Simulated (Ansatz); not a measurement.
One change: `C=C(C)CN` becomes `C=[C](C)[AlH2]`.

Ansatz, PBE0-D4/def2-TZVP geometries, multiplicity 1. Each molecule was computed in one conformer, which needn't be the lowest.

| property | `C=C(C)CN` |
| --- | --- |
| size of the dipole moment (B3LYP/def2-TZVPP) / D | 1.07 |
| LUMO energy (PBE0/def2-TZVPP) / eV | 0.39 |
| HOMO–LUMO gap (B3LYP/def2-TZVPP) / eV | 6.85 |
| size of the dipole moment (ωB97M-V/def2-TZVPP) / D | 1.09 |
| HOMO energy (B3LYP/def2-TZVPP) / eV | -6.73 |
| HOMO–LUMO gap (PBE/def2-TZVPP) / eV | 4.84 |

**Question.** Give the same properties after the change, and the shifts. (Best estimate.)

**Answer.** Computed: 
| property | `C=[C](C)[AlH2]` | shift |
| --- | --- | --- |
| size of the dipole moment (B3LYP/def2-TZVPP) / D | 0.86 | -0.21 |
| LUMO energy (PBE0/def2-TZVPP) / eV | -1.55 | -1.94 |
| HOMO–LUMO gap (B3LYP/def2-TZVPP) / eV | 5.65 | -1.20 |
| size of the dipole moment (ωB97M-V/def2-TZVPP) / D | 0.83 | -0.26 |
| HOMO energy (B3LYP/def2-TZVPP) / eV | -7.42 | -0.69 |
| HOMO–LUMO gap (PBE/def2-TZVPP) / eV | 4.18 | -0.66 |

With PBE0 the HOMO falls by 0.69 eV and the LUMO falls by 1.94 eV, so the gap narrows by about 1.25 eV. PBE moves the HOMO by -1.08 eV and ωB97M-V by -0.49 eV. Dipoles are sizes alone; their direction can turn.

B3LYP here is the variant with VWN-RPA as its local correlation; programs differ in this.
